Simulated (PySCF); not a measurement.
**Correlation energy of Sb²⁺ (antimony, charge +2)**

[Kr] 4d10 5s1 5p1 6s1, high-spin 4P determinant (an excited configuration). Calculation: PySCF 2.14, in x2c-TZVPPall with one added diffuse shell each of s, p, d, f type (9s7p5d3f, 76 functions); the spin-free X2C one-electron Hamiltonian (Gaussian nucleus). Frozen: [Ar] 3d10; 21 electrons correlated.

| level | correlation energy (mhartree) |
| --- | --- |
| CCSD | -296.99 |
| (T) | -5.18 |
| CCSD(T) | -302.17 |

Diagnostics: T1 = 0.035, D1 = 0.2236, largest double amplitude 0.087.

Problem. Is a single reference adequate?

Solution. Not fully. The outer electron is Rydberg-like, and this basis confines it to a smaller radius and binds it less than a complete one would. T1 exceeds 0.03, a sign that the reference determinant is poor.

This basis was not built for core-valence correlation, so the inner-shell part is incomplete.
